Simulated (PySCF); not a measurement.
Computed with PBE0 in PySCF with B def2-TZVP, I def2-TZVP with ECP28; scalar-relativistic core potentials, no spin–orbit coupling; density-fitted integrals. Open shells, if any, are unrestricted.

What shape and geometry does isolated singlet BI3 take (every ligand bound to B)?

Counting electrons, boron keeps none of its valence electrons outside its bonds, so the VSEPR class is AX3 and the expected shape is trigonal planar (D3h), as computed. The lowest minimum found is a singlet of D3h symmetry with B–I 2.112 Å (×3); I–B–I 120.0° (×3). Its harmonic wavenumbers are 102 (e'), 196 (a1'), 318 (a2''), 718 (e') cm⁻¹ and its dipole moment is 0.00 D.
